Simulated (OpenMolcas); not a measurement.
**Pd2+ in NaF: curves along the breathing mode**

Pd2+ with its 6 nearest fluoride ions, on the Na site of NaF (a = 4.634 Å, distance in the model lattice 2.317 Å). The rest of the host is ab initio model potentials to 7.6 Å, with orthogonalisation functions on the cations behind the ligands, and point charges beyond; the distance is set by hand and nothing relaxes, and no local charge compensation is placed. Ligand basis ANO-RCC-VDZP.

```json
{
 "Program": "OpenMolcas",
 "Method": "CASSCF",
 "Basis": "ANO-RCC-VDZP [6s5p3d1f]",
 "Scalar Hamiltonian": "DKH2, point nucleus",
 "Active space": "8 electrons in 5 orbitals (4d)",
 "State averaging": "2S+1 = 3 even, 10 roots; 2S+1 = 1 even, 15 roots",
 "Spin-orbit coupling": "RASSI with atomic mean-field integrals over the reference wave functions"
}
```

Spin-free energies (labels of O, the rotations of Oh) in cm-1 above the lowest fitted minimum, as all ligands move together:

```csv
R (Å),3A2,3T2,1E,3T1,1A1,1T2,1T1
2.075,1380,17150,14840,24970,24920,30150,34110
2.124,20,14070,13470,21520,23260,27080,31100
2.173,480,13030,13910,20090,23410,26040,30120
2.221,2390,13660,15790,20310,25020,26660,30800
2.27,5580,15710,18950,21950,27910,28700,32900
2.319,9850,18990,23180,24810,31890,31940,36210
2.368,15060,23330,28350,28760,36810,36250,40580
```

Cubic fits give the following; the wavenumber is harmonic, with the mass of all moving ligands, small differences in it between states hang on the degree of the fit, a number in brackets counts states of one label, and the table is a selection of at most 14 states with clean curves.

```json
{"State": "3A2", "R0 (Å)": "2.136", "Breathing mode (cm-1)": "456", "Minimum (cm-1)": "0"}
{"State": "3T2", "R0 (Å)": "2.178", "Breathing mode (cm-1)": "456", "Minimum (cm-1)": "13010"}
{"State": "1E", "R0 (Å)": "2.136", "Breathing mode (cm-1)": "454", "Minimum (cm-1)": "13450"}
{"State": "3T1", "R0 (Å)": "2.190", "Breathing mode (cm-1)": "446", "Minimum (cm-1)": "19980"}
{"State": "1A1", "R0 (Å)": "2.145", "Breathing mode (cm-1)": "450", "Minimum (cm-1)": "23140"}
{"State": "1T2", "R0 (Å)": "2.178", "Breathing mode (cm-1)": "454", "Minimum (cm-1)": "26030"}
{"State": "1T1", "R0 (Å)": "2.177", "Breathing mode (cm-1)": "456", "Minimum (cm-1)": "30110"}
{"State": "3T1(2)", "R0 (Å)": "2.203", "Breathing mode (cm-1)": "464", "Minimum (cm-1)": "31230"}
{"State": "1E(2)", "R0 (Å)": "2.213", "Breathing mode (cm-1)": "456", "Minimum (cm-1)": "40190"}
{"State": "1T2(2)", "R0 (Å)": "2.212", "Breathing mode (cm-1)": "456", "Minimum (cm-1)": "40500"}
{"State": "1A1(2)", "R0 (Å)": "2.203", "Breathing mode (cm-1)": "460", "Minimum (cm-1)": "62590"}
```

The minimum of 3T2 is shifted by +0.0425 Å against 3A2 (from the unrounded fits). With M = 114.0 u for the moving shell, the Huang-Rhys factor in this mode is S = M ω ΔR² / 2ħ = 0.01483 × 114.0 × 456 × 0.0425² = 1.39. Only the first shell moves, against a rigid host.

Without dynamic correlation the repulsion within the d shell is too large (B by tens of per cent), so at a given field states of lower spin stand too high. Real 4d8 and 5d8 ions are as a rule square planar and diamagnetic. With metal d orbitals alone the field can be off either way by tens of per cent. Ligand-to-metal charge-transfer states are missing. With no ligand orbital active B as a rule stays too high, so bands that hang on it stand too high and its fall with covalency is understated. No measured value stands beside these numbers.
